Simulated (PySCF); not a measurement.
Identify the unknown among the candidates.

All candidates are C3H11PSi2.

- UV, strongest line: among the 10 lowest singlet transitions: S7 at 7.11 eV (174 nm, f = 0.245) [TDDFT CAM-B3LYP/def2-SVPD]
- Rotational structure: rotational constants A, B, C: 2.662, 1.278, 1.107 GHz [PBE0-D3(BJ)/def2-SVP]
- 13C NMR: chemical shifts (computed TMS as zero) by class: 0.3 (1 C), -0.2 (2 C) ppm [GIAO B3LYP/pcSseg-1]
- NMR, other nuclei: isotropic shieldings of nuclei other than C and H, by class: 341 (1 Si), 343 (1 Si), 560 (1 P) ppm [GIAO B3LYP/pcSseg-1]
- Triplet: lowest triplet excitation (Tamm–Dancoff): 5.64 eV [TDA CAM-B3LYP/def2-SVPD]
- Polarisability: 113.9 au [CAM-B3LYP/def2-SVPD]
- Dipole: 0.43 D [CAM-B3LYP/def2-SVPD]
- Valence photoelectron: vertical ionisation energy: 9.26 eV [ΔSCF CAM-B3LYP/def2-SVPD]

Electronic properties: PySCF, gas phase, density fitting. Levels stand in brackets. The structure is a single PBE0-D3(BJ)/def2-SVP conformer in the gas phase; no vibrational or solvent corrections. NMR classes are plain means over equivalent atoms (diastereotopic ones count apart unless rotation or inversion swaps them), as if these changed places fast.

Question: Which candidate is it?
A. `C[Si]1(P)C[SiH2]C1`
B. `C[Si@H]1C[Si@@H](P)C1`
C. `C=C(C)[SiH2][SiH2]P`
D. `C[SiH2]/C=C/[SiH2]P`
E. `C=CC[SiH2][SiH2]P`

Answer: B. It is `C[Si@H]1C[Si@@H](P)C1`. Numbering: `[CH3:1][Si@H:2]1[CH2:3][Si@@H:4]([PH2:5])[CH2:6]1`. 3 carbons fall into 2 classes; from least to most shielded: Si-methyl carbon [C1] (0.3 ppm), ring sp3 carbon bound to silicon [C3/C6] (-0.2 ppm, 2 C). The other shieldings belong to: 341 ppm, SiH silicon [Si2]; 343 ppm, SiH silicon [Si4]; 560 ppm, three-coordinate phosphorus [P5]. The first electron is taken from the HOMO, whose largest Löwdin shares are 0.54 on the three-coordinate phosphorus, 0.16 on an SiH silicon, 0.05 on an sp3 carbon bound to silicon and 0.05 on a P–H hydrogen. By its constants the optimised geometry is an asymmetric top.

The others, at the same levels:
- `C[SiH2]/C=C/[SiH2]P` fails: it has 3 carbon classes against 2; its computed 13C shifts are 161.1 (1 C), 154.1 (1 C), -5.5 (1 C) ppm, vertical ionisation energy is 9.55 eV (against 9.26 eV) and lowest triplet excitation (Tamm–Dancoff) is 4.03 eV (against 5.64 eV).
- `C[Si]1(P)C[SiH2]C1` fails: its computed vertical ionisation energy is 8.88 eV (against 9.26 eV) and dipole moment is 1.00 D (against 0.43 D).
- `C=C(C)[SiH2][SiH2]P` fails: it has 3 carbon classes against 2; its computed 13C shifts are 150.6 (1 C), 137.6 (1 C), 28.2 (1 C) ppm, lowest triplet excitation (Tamm–Dancoff) is 4.11 eV (against 5.64 eV) and strongest line among the 10 lowest singlet transitions is S7 at 6.81 eV (182 nm, f = 0.155) (against S7 at 7.11 eV).
- `C=CC[SiH2][SiH2]P` fails: it has 3 carbon classes against 2; its computed 13C shifts are 143.4 (1 C), 123.9 (1 C), 17.7 (1 C) ppm, lowest triplet excitation (Tamm–Dancoff) is 4.18 eV (against 5.64 eV) and strongest line among the 10 lowest singlet transitions is S4 at 6.67 eV (186 nm, f = 0.127) (against S7 at 7.11 eV).

Each candidate is one conformer, not necessarily the lowest. The conformers computed, where there is a choice (atom-mapped SMILES and torsion angles):
- `[CH3:1][Si@H:2]1[CH2:3][Si@@H:4]([PH2:5])[CH2:6]1`: H–P5–Si4–C3 180°, H–P5–Si4–C3 -85°
- `[CH3:1][SiH2:2]/[CH:3]=[CH:4]/[SiH2:5][PH2:6]`: C1–Si2–C3–C4 121°, C3–C4–Si5–P6 9°, H–P6–Si5–C4 177°, H–P6–Si5–C4 83°
- `[CH3:1][Si:2]1([PH2:3])[CH2:4][SiH2:5][CH2:6]1`: H–P3–Si2–C1 171°, H–P3–Si2–C1 77°
- `[CH2:1]=[C:2]([CH3:3])[SiH2:4][SiH2:5][PH2:6]`: C1–C2–Si4–Si5 106°, C2–Si4–Si5–P6 3°, H–P6–Si5–Si4 -158°, H–P6–Si5–Si4 -63°
- `[CH2:1]=[CH:2][CH2:3][SiH2:4][SiH2:5][PH2:6]`: C1–C2–C3–Si4 103°, C2–C3–Si4–Si5 -59°, C3–Si4–Si5–P6 -46°, H–P6–Si5–Si4 -166°, H–P6–Si5–Si4 -72°
